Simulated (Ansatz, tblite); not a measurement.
Cost and result up the ladder for the cluster SrSe2⁻ (the lowest doublet isomer of a short search) (3 atoms). Charge -1, multiplicity 2. Geometry: PBE-D4/def2-TZVPD.

Cartesian coordinates in Å:
```
Sr 0.0039 -0.0041 -0.0130
Se 0.0420 2.6200 -0.7907
Se -0.0459 -2.6159 0.8037
```

Ansatz on 4 threads of Arm Neoverse V2 on a shared host; xTB runs through tblite on one thread. Times are rough, summed over both states, and most runs start from the orbitals of an earlier one. ωB97M-V/def2-TZVPD serves as the yardstick here, not as an exact answer. Differences are given only for rows in sets of like size (and for xTB, whose basis is part of the method), since another set adds its own error. The other state is a quartet at its own geometry.

In the def2 sets Sr takes a core potential, while STO-3G treats all electrons; there is no spin–orbit coupling. The xTB rows come from tblite. HSE06 is defined as in plane-wave codes, on full-range PBE exchange. Correlated methods freeze 18 core orbitals; core or outer-core shells of Sr, Se are correlated, in sets that lack core-valence functions. The rows differ in basis, and correlated rows in double-zeta sets carry the largest basis error. The structure comes from a short search, and lower isomers may exist.

Correlated methods converge slowly with the basis, most of all in double-zeta sets.

xTB has no spin-polarisation term.

```tsv
level	functions	wall time	quartet − doublet (eV)	difference from ωB97M-V/def2-TZVPD (eV)	remarks
GFN1-xTB	27	0.005 s	3.35	2.27	–
GFN2-xTB	27	0.006 s	2.06	0.98	–
HF/STO-3G	58	3.4 s	-0.48	–	HOMO above zero (doublet), HOMO above zero (quartet)
MP2/def2-TZVPD	147	8.2 s	0.78	-0.30	–
revPBE-D4/def2-TZVPD	147	10 s	1.62	0.54	HOMO above zero (quartet)
PBE-D4/def2-TZVPD	147	11 s	1.71	0.63	HOMO above zero (quartet)
RPA@PBE/def2-TZVPD	147	13 s	0.97	-0.12	–
HSE06-D4/def2-TZVPD	147	14 s	1.39	0.31	HOMO above zero (quartet)
PBE0-D4/def2-TZVPD	147	14 s	1.35	0.27	–
CAM-B3LYP-D4/def2-TZVPD	147	18 s	1.07	-0.01	–
r2SCAN-D4/def2-TZVPD	147	28 s	1.60	0.51	HOMO above zero (quartet)
CCSD(T)/def2-SVPD	108	34 s	0.64	–	–
ωB97X-V/def2-TZVPD	147	57 s	0.97	-0.11	–
ωB97M-V/def2-TZVPD (with forces)	147	77 s	1.08	0.00	–
```
